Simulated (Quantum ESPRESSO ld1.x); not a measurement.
The numbers below are computed, except where a source is named.
Task: The bismuth ion Bi3+, configuration [Xe] 4f14 5d10 6s1 6p1 (not the ground configuration). Level of theory: Dirac Kohn-Sham, OLYP, spin-unpolarised, spherical densities, point nucleus; open shells fill j = l - 1/2 first (ld1.x of Quantum ESPRESSO 7.5). Some entries of the table are withheld. Estimate them.

orbital  occ.  eigenvalue (hartree)  <r> (bohr)  r(max) (bohr)
1s1/2       2              -3327.45     0.01579       0.009651
2s1/2       2              -598.485     0.06575        0.05640
2p1/2       2              -574.997     0.05388        0.04119
2p3/2       4              -489.751     0.06293        0.04902
3s1/2       2              -145.324      0.1710         0.1587
3p1/2       2              -134.733      0.1615            (1)
3p3/2       4              -115.639      0.1780            (2)
3d3/2       4              -98.3440      0.1544         0.1268
3d5/2       6              -94.2918      0.1594         0.1311
4s1/2       2              -34.1998      0.3767         0.3562
4p1/2       2              -29.5982      0.3776         0.3535
4p3/2       4              -24.8858      0.4123         0.3855
4d3/2       4              -17.4158      0.4157         0.3761
4d5/2       6              -16.5351      0.4268         0.3857
5s1/2       2              -6.87456      0.8308         0.7711
4f5/2       6              -6.82775      0.4372         0.3393
4f7/2       8              -6.62488      0.4433         0.3437
5p1/2       2              -5.27807      0.8840            (3)
5p3/2       4              -4.36728      0.9725            (4)
5d3/2       4              -2.13290       1.188          1.013
5d5/2       6              -2.01888       1.226          1.043
6s1/2       1              -1.48551       2.000          1.797
6p1/2       1              -1.11081       2.319          2.038
6p3/2       0              -0.99374       2.562          2.256
7s1/2       0                   (5)       4.230          4.098
6d3/2       0              -0.59015         (6)          3.313
6d5/2       0              -0.57987         (7)          3.396
7p1/2       0              -0.49688       4.733            (8)
7p3/2       0              -0.45973       5.011            (9)
5f5/2       0              -0.42394       3.668          3.363
5f7/2       0              -0.42255       3.694          3.393

Result: 
(1) 3p1/2 r(max) (bohr): 0.1478
(2) 3p3/2 r(max) (bohr): 0.1636
(3) 5p1/2 r(max) (bohr): 0.8064
(4) 5p3/2 r(max) (bohr): 0.8826
(5) 7s1/2 eigenvalue (hartree): -0.61210
(6) 6d3/2 <r> (bohr): 3.636
(7) 6d5/2 <r> (bohr): 3.706
(8) 7p1/2 r(max) (bohr): 4.616
(9) 7p3/2 r(max) (bohr): 4.930
